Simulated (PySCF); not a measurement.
**Electronic structure of Si⁺ (silicon, charge +1) at the M06-2X level**

Configuration: [Ne] 3s2 3d1, 2D determinant (an excited configuration). Computed with PySCF 2.14 in aug-cc-pV(D+d)Z (5s4p3d, 32 functions), with the non-relativistic Hamiltonian (point nucleus).

| Quantity | Value |
| --- | --- |
| Total energy | -288.7346 hartree |
| One-electron energy | -393.9622 hartree |
| Hartree (Coulomb) energy | 125.6296 hartree |
| Exchange-correlation energy | -20.4021 hartree |
| Kinetic energy | 287.92919 hartree |
| ⟨S²⟩ | 0.7501 |
| ⟨L²⟩ | 6.002 |
| Sum of ⟨r⟩ | 12.21 bohr |
| Sum of ⟨r²⟩ | 27.11 bohr² |
| Traceless quadrupole moment −½Σ⟨3z² − r²⟩ along its main axis | 4.11 e·bohr² |
| Density at the nucleus (Gaussians lack the cusp) | 1720 bohr⁻³ |
| Spin density at the nucleus | 0.101 bohr⁻³ |
| Langevin diamagnetic susceptibility | -21.5 ×10⁻⁶ cm³/mol |

| shell | electrons | mean orbital energy (hartree) | spread (hartree) | rms radius, mean of both spins (bohr) |
| --- | --- | --- | --- | --- |
| 1s α | 1 | -67.59913 | 0 | 0.129 |
| 1s β | 1 | -67.59899 | 0 | 0.129 |
| 2s α | 1 | -6.08952 | 0 | 0.617 |
| 2s β | 1 | -6.08921 | 0 | 0.617 |
| 2p α | 3 | -4.39277 | 0.00191 | 0.600 |
| 2p β | 3 | -4.39214 | 0.00279 | 0.600 |
| 3s α | 1 | -0.85395 | 0 | 2.16 |
| 3s β | 1 | -0.85238 | 0 | 2.16 |
| 3d α | 1 | -0.22399 | 0 | 3.85 |

The outer electron is Rydberg-like, and this basis confines it to a smaller radius and binds it less than a complete one would.
